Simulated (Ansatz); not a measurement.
```yaml
crystal:
  periodic: [false, false, false]
  atoms:
    - {symbol: C, position_ang: [-0.945783, -0.067746, 2.296739]}
    - {symbol: Zr, position_ang: [0.123987, 0.008835, -0.301192]}
    - {symbol: N, position_ang: [-0.896190, 2.004042, -1.516214]}
    - {symbol: N, position_ang: [-0.483452, -2.173669, -1.469775]}
    - {symbol: N, position_ang: [2.653099, 0.260828, -0.106377]}
    - {symbol: H, position_ang: [-0.288413, -0.973220, 3.089289]}
    - {symbol: H, position_ang: [-2.270095, -0.423147, 2.289312]}
    - {symbol: H, position_ang: [-0.857761, 1.151823, 2.917280]}
    - {symbol: H, position_ang: [-0.905939, 3.177891, -1.043435]}
    - {symbol: H, position_ang: [-1.523930, 2.010277, -2.611989]}
    - {symbol: H, position_ang: [-1.662653, -2.629431, -1.527108]}
    - {symbol: H, position_ang: [0.293535, -3.008579, -2.012027]}
    - {symbol: H, position_ang: [3.375833, -0.491337, 0.610160]}
    - {symbol: H, position_ang: [3.387775, 1.153420, -0.614663]}
basis:
  gaussian: {orbitals: def2-TZVPP, final_grid: {core_spheres: 5, valence_spheres: 4, degree: 11}, nuclear_model: gaussian}
total_charge: 1
magnetization: {spin_polarized: true, initial_magnetization: 1}
hamiltonian: {xc: {name: TPSS}}
correlation: {electrons: all}
scf: {lower_state_search: light}
output: {forces: true}
```

```sh
$ ansatz run in.yaml --threads 4 --pin off --events-out ev --progress --plain --max-ram 11315MiB
```

Shortened log:

```
Error: YAML parse error: error: line 22 column 19: hamiltonian.xc: no functional is named "TPSS"; the names, which are not case-sensitive, are SVWN5, SPW92, PBE, PBE0, PBEsol, revPBE, revPBE0, RPBE, rPW86-PBE, HSE06, wPBEh, LC-wPBE, HISS, HF, BLYP, B3LYP, B3LYP5, BHLYP, CAM-B3LYP, r2SCAN, r2SCANh, r2SCAN0, r2SCAN50, m-r2SCAN, B97, wB97, wB97X, wB97X-V, B97M-V, wB97M-V, B2PLYP, B2GP-PLYP, PBE0-DH, PBE-QIDH
20 | total_charge: 1
21 | magnetization: {spin_polarized: true, initial_magnetization: 1}
22 | hamiltonian: {xc: {name: TPSS}}
23 | correlation: {electrons: all}
24 | scf: {lower_state_search: light}
```

Problem. What is wrong with this run?

Solution. The method's name isn't one that the program takes here. The input was rejected before any iteration.

HSE06 is defined as in plane-wave codes.
